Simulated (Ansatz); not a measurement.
`CBCBC` + H₂ → `CBC` + `BC` at 700 K and 1 bar (hydrogenolysis of a C–B bond).

Isolated molecules relaxed with PBE0-D4/def2-TZVP in Ansatz; ΔE leaves out vibrations. CBS: MP2 limit from def2 TZ/QZ plus the TZ coupled-cluster correction, frozen cores. This one scheme is used for every species. Each species was taken in one conformer, which may not be the lowest.

| species | CCSD(T)/CBS energy (Eh) | H − E (kJ/mol) | S (J/(mol·K)) |
| --- | --- | --- | --- |
| `CBCBC` | -169.77212 | 422.3 | 525.7 |
| H₂ | -1.17544 | 46.8 | 155.3 |
| `CBC` | -105.11307 | 282.8 | 377.9 |
| `BC` | -65.83255 | 189.6 | 311.0 |

H − E and S are ideal-gas, rigid-rotor, harmonic terms from PBE0-D4/def2-TZVP, for one conformer and one mirror image of each species. For small species the MP2-based limit differs from directly extrapolated CCSD(T) by up to some mEh (0.8 for H₂); such offsets cancel only in part. 1 Eh = 2625.50 kJ/mol, R = 8.31446 J/(mol·K).

Q: By hand: ΔE, ΔH, ΔS and ΔG.

A: ΔE = (-105.11307) + (-65.83255) − (-169.77212) − (-1.17544) = 0.00194 Eh = 5.1 kJ/mol. Δ(H − E) = 282.8 + 189.6 − 422.3 − 46.8 = 3.3, so ΔH = 8.4 kJ/mol. ΔS = 377.9 + 311.0 − 525.7 − 155.3 = 7.9 J/(mol·K). ΔG = 8.4 − 700 × (7.9)/1000 = 2.9 kJ/mol.

Q: By hand: the equilibrium constant, and the temperature at which ΔG would vanish if ΔH and ΔS stayed fixed.

A: log₁₀ K = −ΔG/(RT ln 10) = -0.2. ΔG = 0 at ΔH/ΔS = 1063 K, though so small a ΔH makes that figure unsure.

TΔS isn't small against ΔH here. The sign of ΔG lies within the doubt. A doubt of 5 kJ/mol in ΔE shifts log₁₀ K by 0.4 here. Other conformers and mirror images would add mixing entropy, several J/(mol·K) or more a flexible species. Modes under 60 cm⁻¹, often nearly free rotors, make the harmonic entropy too high. These are equilibria of isolated gas molecules and say nothing of rates. Largest T1 diagnostic: 0.011 (customary marks: 0.02 for closed shells, 0.045 for open ones).
